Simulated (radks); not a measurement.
Effect of the nuclear size on neutral niobium, [Kr] 4d4 5s1. All-electron calculation, Dirac Kohn-Sham, exchange-only LDA, spin-unpolarised, spherical densities, finite nucleus; open shells are shared between the two j in proportion to 2j + 1; Fermi nuclear charge, rms radius 4.324 fm. Program: a radial shooting solver on a logarithmic mesh with Libxc functionals. The rms radius is varied about that value; shifts are against it.

rms radius (fm)  total energy shift (eV)  density at nucleus (e/bohr^3)  1s1/2 shift (meV)  2s1/2 shift (meV)  4s1/2 shift (meV)
3.6278                            -0.375                      8.363e+04               -159              -16.8             -0.466
4.177                            -0.0840                      8.242e+04              -35.6              -3.77             -0.104
4.324                                  0                      8.212e+04              0.000              0.000              0.000
4.6742                             0.211                      8.147e+04               89.1               9.45              0.262
4.8861                             0.345                       8.11e+04                146               15.5              0.429

Slopes of the eigenvalues against <r^2> in GHz/fm^2, as finite differences over the two radii next to the reference (eigenvalue slopes, not the field-shift constants of lines): 1s1/2 6850, 2s1/2 726, 4s1/2 20.1.
